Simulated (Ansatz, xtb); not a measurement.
## BClH2IOSi: which of two isomers lies lower

We compare a, `BO[Si](Cl)I`, a doublet, with b, `ClBO[SiH]I`, a doublet. Both are isolated molecules in the gas phase, relaxed with r2SCAN-D4/def2-SVP, each in the lowest conformer that the search found.

a (Å):

```xyz
7

B    -0.1003    0.1210    1.9003
Cl    3.2882   -0.8742   -0.4530
I     0.3596    0.9608   -1.8970
O     1.1489    0.1602    1.3620
Si    1.9341    0.6281   -0.0294
H    -0.1885   -0.2016    3.0607
H    -1.0620    0.4016    1.2205
```

b (Å):

```xyz
7

B     1.1076   -2.2754    2.0483
Cl   -0.3313   -3.3184    2.1320
I     2.2833   -0.7454   -2.2280
O     1.4409   -1.6896    0.8856
Si    0.6978   -1.7149   -0.6372
H     1.7600   -2.1063    3.0426
H    -0.5089   -0.8307   -0.5599
```

Q: Estimate which is lower in electronic energy at CCSD(T)/def2-SVP + ΔMP2/def2-TZVPP, and by roughly how much.

A: Too close to call at this level: CCSD(T)/def2-SVP + ΔMP2/def2-TZVPP gives E(b) − E(a) = −0.42 kcal/mol.

How the difference moves with the method:

```tsv
level	geometry	E(b) − E(a) (kcal/mol)	departure from the last row (kcal/mol)	job, with rough time for the two
GFN2-xTB	GFN2-xTB	−0.90	−0.49	optimisation, 0.61 s
HF/STO-3G	GFN2-xTB	−0.81	−0.40	single point, 1.6 s
r2SCAN-D4/def2-SVP//GFN2-xTB	GFN2-xTB	−2.80	−2.38	single point, 7.8 s
r2SCAN-D4/def2-SVP	r2SCAN-D4/def2-SVP	−3.79	−3.38	optimisation, 7.8 min
HF/def2-SVP	r2SCAN-D4/def2-SVP	−3.50	−3.08	part of the CCSD(T) run
MP2/def2-SVP	r2SCAN-D4/def2-SVP	−4.81	−4.40	part of the CCSD(T) run
CCSD(T)/def2-SVP	r2SCAN-D4/def2-SVP	−5.20	−4.79	single point
CCSD(T)/def2-SVP + ΔMP2/def2-TZVPP	r2SCAN-D4/def2-SVP	−0.42		single point, 98 s
```

As drawn, b has 1 B–Cl, 1 Si–H in place of 1 Cl–Si, 1 B–H.

The largest departure from CCSD(T)/def2-SVP + ΔMP2/def2-TZVPP is that of CCSD(T)/def2-SVP, 4.79 kcal/mol. The last row adds to CCSD(T) the change of the MP2 difference between the two basis sets, here +4.79 kcal/mol, a large step that makes the value less sure.

With harmonic frequencies from r2SCAN-D4/def2-SVP (ideal gas, rigid rotor, one conformer each, 400 K, 1 atm): on the last row, ΔE + ΔZPE = −0.76 kcal/mol. A mode under 50 cm⁻¹ makes harmonic enthalpies and free energies unreliable, so none is given.

Open shells are spin-unrestricted. The correlated steps freeze 16 core orbitals; the filled d shell of I is correlated, in a basis made for valence electrons. Atoms past krypton carry core potentials in the def2 sets, other sets are all-electron and non-relativistic, and no spin–orbit term is included. Codes used: Ansatz 0.2.0, xtb 6.7.1; the last row on 2 threads of Arm Neoverse V1 on a shared host.
